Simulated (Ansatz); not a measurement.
`[NH2][GaH][O][SiH3]` + H₂ → `[SiH3][O][GaH2]` + NH₃ at 298.15 K and 1 bar (hydrogenolysis of a Ga–N bond).

Calculated with Ansatz (gas phase, PBE0-D4/def2-TZVP geometries, no zero-point term in ΔE). CCSD(T)/CBS adds triple-zeta CCSD(T) − MP2 to the extrapolated MP2 energy (def2 sets, frozen cores). This one scheme is used for every species. For Ga outer-core shells are correlated without core-valence functions, which leaves a few kJ/mol of doubt a bond. Scalar relativity is left out up to krypton. One conformer a species, not always the lowest.

| species | CCSD(T)/CBS energy (Eh) | H − E (kJ/mol) | S (J/(mol·K)) |
| --- | --- | --- | --- |
| `[NH2][GaH][O][SiH3]` | -2346.59363 | 184.8 | 375.0 |
| H₂ | -1.17544 | 35.1 | 130.4 |
| `[SiH3][O][GaH2]` | -2291.24790 | 130.4 | 331.5 |
| NH₃ | -56.50880 | 100.5 | 192.4 |

H − E and S are ideal-gas, rigid-rotor, harmonic terms from PBE0-D4/def2-TZVP, for one conformer and one mirror image of each species. The MP2-based limit puts H₂ 0.8 mEh under its directly extrapolated value; such offsets cancel only in part. 1 Eh = 2625.50 kJ/mol, R = 8.31446 J/(mol·K).

Problem. By hand: ΔE, ΔH, ΔS and ΔG.

Solution. ΔE = (-2291.24790) + (-56.50880) − (-2346.59363) − (-1.17544) = 0.01237 Eh = 32.5 kJ/mol. Δ(H − E) = 130.4 + 100.5 − 184.8 − 35.1 = 11.0, so ΔH = 43.5 kJ/mol. ΔS = 331.5 + 192.4 − 375.0 − 130.4 = 18.5 J/(mol·K). ΔG = 43.5 − 298.15 × (18.5)/1000 = 38.0 kJ/mol.

Problem. By hand: the equilibrium constant, and the temperature at which ΔG would vanish if ΔH and ΔS stayed fixed.

Solution. log₁₀ K = −ΔG/(RT ln 10) = -6.7. ΔG = 0 at ΔH/ΔS = 2351 K, though so small a ΔS makes that figure unsure.

ΔH outweighs TΔS. A doubt of 5 kJ/mol in ΔE shifts log₁₀ K by 0.9 here. Other conformers and mirror images would add mixing entropy, several J/(mol·K) or more a flexible species. Modes under 60 cm⁻¹, often nearly free rotors, make the harmonic entropy too high. These are equilibria of isolated gas molecules and say nothing of rates. Largest T1 diagnostic: 0.014 (customary marks: 0.02 for closed shells, 0.045 for open ones).
